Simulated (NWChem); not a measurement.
SbCl2F; SMILES [Sb]([F])([Cl])[Cl]

Program: NWChem. def2 effective core potentials on Sb; no spin-orbit coupling. Each level has its own optimisation; frequencies are unscaled.

| level | r F–Sb (Å) | r Cl–Sb (Å) | highest harmonic frequency (cm⁻¹) | lowest (cm⁻¹) | zero-point energy (kcal/mol) |
|---|---|---|---|---|---|
| LDA (Slater exchange, VWN5)/def2-SVP (core potentials) | 1.927 | 2.352 | 640 | 113 | 2.6 |
| Hartree-Fock/STO-3G (all-electron, non-relativistic) | 1.888 | 2.351 | 677 | 152 | 3.0 |
| PBE0/def2-SVP (core potentials) | 1.928 | 2.358 | … | … | 2.7 |

**Question.** Fill in the missing entries.

**Answer.** 
- PBE0/def2-SVP (core potentials), highest harmonic frequency (cm⁻¹): 645
- PBE0/def2-SVP (core potentials), lowest (cm⁻¹): 120
